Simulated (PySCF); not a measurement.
Ta(O)(OH)3 (H₃O₄Ta), SMILES [O]=[Ta]([OH])([OH])[OH], multiplicity 1. Atoms are numbered in the order given.

```xyz
8

Ta     0.0000     0.0000    -0.0110
O      0.0000     0.0000    -1.7461
O      1.5756     0.9097     0.5968
H      2.3148     1.3364     0.1498
O      0.0000    -1.8194     0.5968
H      0.0000    -2.6729     0.1498
O     -1.5756     0.9097     0.5968
H     -2.3148     1.3364     0.1498
```
Charge 0, spin multiplicity 1.

Geometry optimised at B3LYP-D3(BJ)/def2-SVP. The spin state was assumed, not searched. The def2 effective core potentials stand for the cores of Ta; spin–orbit coupling is left out. The values are those of a single conformer.

Method: TDDFT-B3LYP/def2-SVPD in PySCF.

Vertical excitations; the highest root listed may be one member of a degenerate set. Gas-phase values at a fixed geometry. State labels are in the subgroup Cs.

Computed excitation energies, oscillator strengths and character:
| state | symmetry | energy (eV) | λ (nm) | f | main pairs |
|---|---|---|---|---|---|
| S1 | A" | 6.78 | 183 | 0.000 | HOMO→LUMO+1 47 %, HOMO−1→LUMO+2 47 % |
| S2 | A" | 6.98 | 178 | 0.002 | HOMO−1→LUMO+2, HOMO→LUMO+1 (degenerate set) |
| S3 | A' | 6.98 | 178 | 0.002 | HOMO−1→LUMO+1, HOMO→LUMO+2 (degenerate set) |
| S4 | A' | 7.10 | 175 | 0.000 | HOMO−2→LUMO+1 (degenerate set) |
| S5 | A" | 7.10 | 175 | 0.000 | HOMO−2→LUMO+2 (degenerate set) |
| S6 | A' | 7.28 | 170 | 0.005 | HOMO−3→LUMO+2, HOMO−4→LUMO+1, HOMO−5→LUMO+2 (degenerate set) |
| S7 | A" | 7.28 | 170 | 0.005 | HOMO−3→LUMO+1, HOMO−4→LUMO+2, HOMO−5→LUMO+1 (degenerate set) |
| S8 | A" | 7.34 | 169 | 0.009 | HOMO→LUMO (degenerate set) |
| S9 | A' | 7.34 | 169 | 0.009 | HOMO−1→LUMO (degenerate set) |
| S10 | A' | 7.35 | 169 | 0.016 | HOMO→LUMO+2 30 %, HOMO−1→LUMO+1 30 %, HOMO−5→LUMO+2 10 %, HOMO−4→LUMO+1 10 % |
| T1 | A' | 6.09 | 204 | 0 | HOMO−1→LUMO+1 38 %, HOMO→LUMO+2 38 %, HOMO−1→LUMO+6 7 %, HOMO→LUMO+5 7 % |
| T2 | A" | 6.40 | 194 | 0 | HOMO→LUMO+1, HOMO−1→LUMO+2 (degenerate set) |
| T3 | A' | 6.40 | 194 | 0 | HOMO→LUMO+2, HOMO−1→LUMO+1 (degenerate set) |
| T4 | A" | 6.68 | 186 | 0 | HOMO−2→LUMO+2 87 % |
Triplets are in the Tamm–Dancoff approximation, which puts them higher than full response would, so one can lie above its singlet here.
